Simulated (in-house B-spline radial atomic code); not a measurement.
Values are calculated unless marked as measured or tabulated.
## He in an electron gas of r_s = 4: phase shifts, screening and friction

A nucleus sits in a uniform electron gas with a rigid positive background. The Kohn-Sham equations are solved self-consistently in the spin-unpolarised LDA (PW92), non-relativistic, on B-splines with outgoing waves at the boundary and partial waves to l = 8. The model has no lattice, no bands and no magnetic solution. Atomic units; δ_l are the phase shifts at the Fermi level, counted so that each bound state adds π, and good to about 0.0005.

The density parameter is r_s = 4 bohr.

```csv
l,δ_l (rad)
0,2.5899
1,0.1683
2,0.0120
3,-0.0019
4,-0.0002
5,-0.0001
6,-0.0001
7,-0.0001
8,-0.0001
```

Bound levels below the band bottom (hartree): s -0.4399.

(1) Check the Friedel sum rule, and say where the screening charge sits.

(2) Find the transport cross section and the electronic stopping of a 1 keV He ion (mass 4.0 u).

Results:

(1) k_F = (9π/4)^(1/3)/r_s = 0.47979. The rule is Z = (2/π) Σ (2l + 1) δ_l. The terms are s 1.649, p 0.321, d 0.038, f -0.008 and -0.005 beyond, in all 1.995 against Z = 2. Bound states hold 2 s, 0 p, 0 d electrons, so the scattering states carry 0.00 in all; where a term is smaller than its bound count, the bound level has drawn weight out of the band.

(2) σ_tr = (4π/k_F²) Σ (l + 1) sin²(δ_l − δ_(l+1)). The terms for l = 0 to 3 are 0.4348, 0.0485, 0.0006, 0.0000, all together 0.4838, so σ_tr = 54.589 × 0.4838 = 26.412 bohr². With n = 3/(4π r_s³) = 0.00373, the friction coefficient is Q = n k_F σ_tr = 0.0473. For v well below v_F = 0.480, dE/dx = Q v; with 24801 eV per u at v = 1, v = √(1000/(24801 × 4.0)) = 0.1004, so dE/dx = 0.00475 hartree/bohr = 2.44 eV/nm. The largest term couples the s and p waves.
